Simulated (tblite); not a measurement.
Species: C₆H₆NO (doublet state).
Numbering: `[CH3:1][C:2](=[O:3])[C:4]1=[CH:5][N:6][CH:7]=[CH:8]1` (hydrogens: H9, H10, H11 on C1; H12 on C5; H13 on C7; H14 on C8)

Computed with GFN2-xTB (tblite), gas phase: L-BFGS steps from a force-field or distance-geometry start until the largest atomic force falls under 0.01 eV/Å.

Step 16: E = -620.4786 eV
```
atom  x, y, z in Å  |  force x, y, z in eV/Å
C1     -2.1018   -0.2186   -0.4960    0.001   0.001  -0.003
C2     -1.1823    0.1363    0.6560   -0.031  -0.011   0.013
O3     -1.6263    0.4343    1.7450    0.068  -0.015  -0.005
C4      0.2377    0.1022    0.3531   -0.010  -0.020  -0.004
C5      1.2813    0.3786    1.3103    0.029  -0.003   0.028
N6      2.4615    0.2653    0.7463   -0.008   0.009   0.049
C7      2.2767   -0.0704   -0.5430   -0.053  -0.002  -0.061
C8      0.9054   -0.1741   -0.8387    0.023   0.013  -0.005
H9     -2.4384    0.7147   -0.9460    0.021  -0.017  -0.043
H10    -1.5984   -0.8226   -1.2408   -0.045  -0.008  -0.032
H11    -2.9762   -0.7445   -0.1200    0.016   0.034   0.057
H12     1.1570    0.6518    2.3402   -0.044   0.010  -0.001
H13     3.1157   -0.2277   -1.1948   -0.013   0.001  -0.001
H14     0.4875   -0.4258   -1.7937    0.046   0.010   0.008
```

Step 17: E = -620.4794 eV
```
atom  x, y, z in Å  |  force x, y, z in eV/Å
C1     -2.1045   -0.2196   -0.4960    0.015   0.007   0.015
C2     -1.1816    0.1334    0.6550   -0.048   0.013   0.021
O3     -1.6225    0.4342    1.7447    0.050  -0.027  -0.011
C4      0.2384    0.0999    0.3529   -0.014  -0.035  -0.029
C5      1.2817    0.3769    1.3096    0.027   0.008   0.037
N6      2.4629    0.2659    0.7460   -0.019   0.011   0.079
C7      2.2784   -0.0690   -0.5426   -0.056  -0.002  -0.065
C8      0.9061   -0.1723   -0.8386    0.063   0.005  -0.036
H9     -2.4379    0.7155   -0.9460    0.030  -0.036  -0.039
H10    -1.6038   -0.8268   -1.2409   -0.058   0.004  -0.016
H11    -2.9812   -0.7404   -0.1166    0.035   0.036   0.043
H12     1.1526    0.6529    2.3380   -0.027   0.011   0.012
H13     3.1184   -0.2272   -1.1930   -0.020   0.000  -0.006
H14     0.4923   -0.4237   -1.7949    0.022   0.005  -0.004
```

Step 18: E = -620.4804 eV
```
atom  x, y, z in Å  |  force x, y, z in eV/Å
C1     -2.1076   -0.2209   -0.4956    0.025   0.014   0.031
C2     -1.1810    0.1300    0.6537   -0.033   0.034   0.017
O3     -1.6169    0.4336    1.7446    0.017  -0.036  -0.008
C4      0.2391    0.0963    0.3522   -0.007  -0.044  -0.044
C5      1.2824    0.3747    1.3093    0.004   0.011   0.033
N6      2.4641    0.2668    0.7468   -0.034   0.008   0.081
C7      2.2797   -0.0670   -0.5426   -0.025   0.004  -0.038
C8      0.9078   -0.1699   -0.8391    0.077  -0.002  -0.060
H9     -2.4366    0.7158   -0.9467    0.035  -0.047  -0.034
H10    -1.6117   -0.8320   -1.2414   -0.065   0.012   0.006
H11    -2.9869   -0.7346   -0.1115    0.047   0.034   0.027
H12     1.1468    0.6545    2.3355   -0.008   0.013   0.028
H13     3.1213   -0.2266   -1.1907   -0.027   0.000  -0.013
H14     0.4987   -0.4210   -1.7966   -0.006  -0.002  -0.024
```

Task: Estimate the geometry and energy of step 19. (The exact step hangs on the optimiser's Hessian estimate; all steps are aligned on step 18, rigid shifts and turns removed.)

Result: E = -620.4815 eV, largest force 0.089 eV/Å
```
atom  x, y, z in Å  |  force x, y, z in eV/Å
C1     -2.1108   -0.2220   -0.4946    0.028   0.019   0.037
C2     -1.1805    0.1268    0.6523    0.008   0.044   0.003
O3     -1.6107    0.4324    1.7447   -0.019  -0.039   0.002
C4      0.2399    0.0915    0.3505    0.006  -0.040  -0.043
C5      1.2831    0.3724    1.3094   -0.036   0.005   0.021
N6      2.4648    0.2678    0.7487   -0.041   0.003   0.048
C7      2.2811   -0.0647   -0.5428    0.016   0.012   0.015
C8      0.9108   -0.1673   -0.8408    0.062  -0.004  -0.064
H9     -2.4345    0.7153   -0.9481    0.033  -0.042  -0.030
H10    -1.6217   -0.8377   -1.2419   -0.058   0.012   0.025
H11    -2.9925   -0.7275   -0.1054    0.047   0.027   0.016
H12     1.1404    0.6565    2.3332    0.009   0.013   0.036
H13     3.1242   -0.2258   -1.1882   -0.024   0.000  -0.021
H14     0.5057   -0.4181   -1.7992   -0.031  -0.010  -0.046
```

The energy changes by -0.0010 eV. The first-order estimate −F·Δx gives -0.0014 eV and the mean of the old and new forces, exact on a quadratic surface, -0.0010 eV. The step makes an angle of 73° with the force vector and moves no atom by more than 0.012 Å.

The cost below is that of the whole relaxation. Hardware: an Arm Neoverse V1 with one thread, shared host with 32 logical CPUs at a one-minute load of 12. Cost: 0.41 s.
